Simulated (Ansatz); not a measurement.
Input file for Ansatz (an electronic-structure program): R-B3LYP/def2-TZVPP on H3NSeTe (SMILES N[Te][SeH]), a point of a torsion scan. Elements past Kr take the def2 small-core potentials; no spin–orbit coupling.

Ansatz 0.2 input:
```yaml
crystal:
  periodic: [false, false, false]
  atoms:
    - {symbol: N, position_ang: [-1.18129786, 0.20540824, -0.09743632]}
    - {symbol: Te, position_ang: [0.06671769, -0.94075808, 1.04456771]}
    - {symbol: Se, position_ang: [2.05028310, -0.52141842, -0.38630275]}
    - {symbol: H, position_ang: [-1.92836230, -0.33648896, -0.50829659]}
    - {symbol: H, position_ang: [-1.60322054, 0.95173742, 0.43695506]}
    - {symbol: H, position_ang: [2.57713979, 0.66465337, 0.25954530]}
basis:
  gaussian:
    orbitals: def2-TZVPP
hamiltonian:
  xc: {name: B3LYP}
scf: {lower_state_search: off}
```

Output:

```
WARN ansatz: RAYON_NUM_THREADS=1 ignored (pool sized by the plan → 1); use --threads N
Functional definition: B3LYP
these checks for a lower state are left out or cut short: stability, starts, cluster_reference, orbital_swaps, neighbouring_geometries, increment
integrals: 0.09 GiB planned
1164 factors; their error is unknown
mean field: 0.82 GiB planned
mean field evaluation 1: about -74178.0851 eV, gradient 6.4e1 eV
mean field evaluation 2: about -74122.6796 eV, gradient 1.4e2 eV
mean field evaluation 4: about -74185.5531 eV, gradient 1.5e1 eV
mean field evaluation 8: about -74186.0287 eV, gradient 8.9e-2 eV
mean field evaluation 16: about -74186.4481 eV, gradient 2.3e-4 eV
mean field -74186.44813083 eV, -2726.3016834273 hartree, gradient 2.7e-6 eV, S^2 0.000000; 0 other end points of the search recorded, 0 dependent functions left out
reference -74186.44835761 eV, -2726.3016917614 hartree; 34, 34 occupied and 137, 137 virtual orbitals, 1164 factors
Total energy: -74186.44835761 eV, -2726.3016917614 hartree
Checks for a lower state left out: stability, starts, cluster_reference, orbital_swaps, neighbouring_geometries, increment
```

The run converged.

Cost: about 6 core-seconds (a rough figure).
